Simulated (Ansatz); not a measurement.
CH$_{2}$B$_{2}$F$_{2}$ (`FB1CB1F`). The species carries charge 0 and has multiplicity 1.

```json
{"atom": "F1", "x (Å)": "-0.5328", "y (Å)": "0.8610", "z (Å)": "-1.9679"}
{"atom": "B2", "x (Å)": "-0.4389", "y (Å)": "0.1515", "z (Å)": "-0.8755"}
{"atom": "C3", "x (Å)": "0.5624", "y (Å)": "0.2092", "z (Å)": "0.3855"}
{"atom": "B4", "x (Å)": "-0.6081", "y (Å)": "-0.7439", "z (Å)": "0.4242"}
{"atom": "F5", "x (Å)": "-0.8354", "y (Å)": "-1.9079", "z (Å)": "0.9959"}
{"atom": "H6", "x (Å)": "1.5854", "y (Å)": "0.1513", "z (Å)": "0.7525"}
{"atom": "H7", "x (Å)": "0.2674", "y (Å)": "1.2788", "z (Å)": "0.2853"}
```

(1) List the harmonic frequencies (cm⁻¹, unscaled) at PBE0-D4/def2-TZVP in Ansatz. (Estimate.)

(2) Is this a minimum?

(3) Give the ideal-gas thermochemistry at 298.15 K and 1 bar (rigid rotor, harmonic oscillator; point group C1, symmetry number 1).

(4) Rotational constants (cm⁻¹)?

Answers

(1) The calculation gave: 187, 253, 314, 436, 511, 616, 665, 727, 862, 1083, 1341, 1375, 1647, 2950, 3155.

(2) Yes, all 15 modes are real.

(3) Zero-point energy 96.4 kJ/mol; H(298) − E = 112.8 kJ/mol; entropy 303.2 J/(mol·K), of which translation 162.5, rotation 106.8, vibration 33.9; G(298) − E = 22.4 kJ/mol.

(4) 0.4875, 0.09771, 0.08253.
